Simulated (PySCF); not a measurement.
PySCF input (BP86/def2-SVP):

```python
from pyscf import gto, dft

mol = gto.M(
    atom='''
    C    -1.94067000   -0.20121400   -0.31648900
    C    -0.62923600   -0.04730200    0.46914400
    C     0.51162900    0.04847100   -0.49660400
    O     1.82473000    0.25090000    0.33402400
    H    -1.93813200   -1.10196100   -0.93088600
    H    -2.12156000    0.66026300   -0.95969800
    H    -2.76997800   -0.27577600    0.38432700
    H    -0.66563900    0.85062300    1.08836200
    H    -0.49501400   -0.91382600    1.12395200
    H     0.50525300    0.94365500   -1.11189200
    H     0.68600500   -0.84917200   -1.08515400
    H     2.64514600    0.25645500   -0.19366800
    H     1.90573600   -0.37718900    1.07615800
    ''',
    basis='def2-svp',
    charge=1,
    spin=0,
    verbose=4,
)

mf = dft.RKS(mol, xc='bp86')
mf.grids.level = 3
mf.conv_tol = 1e-9
mf.max_cycle = 100
mf.max_memory = 1500
mf.kernel()
if not mf.converged:
    mf = mf.newton()
    mf.kernel(mf.make_rdm1())
mf.dip_moment()
```

From the output:

```
[INPUT] 13 H      1.905736000000  -0.377189000000   1.076158000000 AA    3.601319105724  -0.712783907199   2.033643886760 Bohr   0.0

nuclear repulsion = 137.32217761077
number of shells = 51
number of NR pGTOs = 159
number of NR cGTOs = 101
basis = def2-svp
ecp = {}

******** <class 'pyscf.dft.rks.RKS'> ********
method = RKS
initial guess = minao
damping factor = 0
level_shift factor = 0
DIIS = <class 'pyscf.scf.diis.CDIIS'>
diis_start_cycle = 1
diis_space = 8
diis_damp = 0
SCF conv_tol = 1e-09
SCF conv_tol_grad = None
SCF max_cycles = 100
direct_scf = True
direct_scf_tol = 1e-13
XC library pyscf.dft.libxc version 7.1.2
    S. Lehtola, C. Steigemann, M. J. T. Oliveira, and M. A. L. Marques,  SoftwareX 7, 1–5 (2018)
XC functionals = bp86
    A. D. Becke,  Phys. Rev. A 38, 3098 (1988)
    J. P. Perdew,  Phys. Rev. B 33, 8822 (1986)
    J. P. Perdew,  Phys. Rev. B 34, 7406–7406 (1986)
radial grids:
    Treutler-Ahlrichs [JCP 102, 346 (1995); DOI:10.1063/1.469408] (M4) radial grids

becke partition: Becke, JCP 88, 2547 (1988); DOI:10.1063/1.454033
pruning grids: <function nwchem_prune>
grids dens level: 3
symmetrized grids: False
atomic radii adjust function: <function treutler_atomic_radii_adjust>
small_rho_cutoff = 0
Set gradient conv threshold to 3.16228e-05
Initial guess from minao.
tot grids = 144712
init E= -194.852180869293
  HOMO = -0.37401926004843  LUMO = -0.060389173375428  gap/eV = 8.53431
cycle= 1 E= -194.44836484554  delta_E= 0.404  |g|= 0.519  |ddm|= 3.31
  HOMO = -0.4069868651598  LUMO = -0.233215244152136  gap/eV = 4.72857
cycle= 2 E= -194.382956875102  delta_E= 0.0654  |g|= 0.751  |ddm|= 1.16
  HOMO = -0.471853131786244  LUMO = -0.246636427345075  gap/eV = 6.12846
cycle= 3 E= -194.510902450374  delta_E= -0.128  |g|= 0.0751  |ddm|= 0.649
  HOMO = -0.477202418435663  LUMO = -0.240340475533185  gap/eV = 6.44534
cycle= 4 E= -194.511987843043  delta_E= -0.00109  |g|= 0.0338  |ddm|= 0.0923
  HOMO = -0.474472354574735  LUMO = -0.23979414779844  gap/eV = 6.38592
cycle= 5 E= -194.512247133577  delta_E= -0.000259  |g|= 0.00711  |ddm|= 0.03
  HOMO = -0.474611398315978  LUMO = -0.239526001343238  gap/eV = 6.39700
cycle= 6 E= -194.512256455398  delta_E= -9.32e-06  |g|= 0.00227  |ddm|= 0.00642
  HOMO = -0.474532395589869  LUMO = -0.239757025669381  gap/eV = 6.38856
cycle= 7 E= -194.512257612193  delta_E= -1.16e-06  |g|= 0.000332  |ddm|= 0.00236
  HOMO = -0.474510332408343  LUMO = -0.239743555771545  gap/eV = 6.38833
cycle= 8 E= -194.512257667463  delta_E= -5.53e-08  |g|= 7.36e-05  |ddm|= 0.000397
  HOMO = -0.474517079188988  LUMO = -0.239748149876353  gap/eV = 6.38839
cycle= 9 E= -194.512257668804  delta_E= -1.34e-09  |g|= 2.51e-05  |ddm|= 0.000113
  HOMO = -0.474518543915047  LUMO = -0.239747293481793  gap/eV = 6.38845
cycle= 10 E= -194.512257668952  delta_E= -1.48e-10  |g|= 7.47e-06  |ddm|= 2.84e-05
  HOMO = -0.474518754565481  LUMO = -0.239747187905243  gap/eV = 6.38846
Extra cycle  E= -194.512257668938  delta_E= 1.37e-11  |g|= 1.06e-05  |ddm|= 1.66e-05
converged SCF energy = -194.512257668938

WARN: System has nonzero charge 1; the dipole moment is origin-dependent.
Location of origin: [0. 0. 0.]

Dipole moment(X, Y, Z, Debye):  5.49503, -0.61865,  0.20310
```

The dipole moment of an ion depends on the origin.

The geometry given is a B3LYP-D3(BJ)/def2-TZVP minimum.
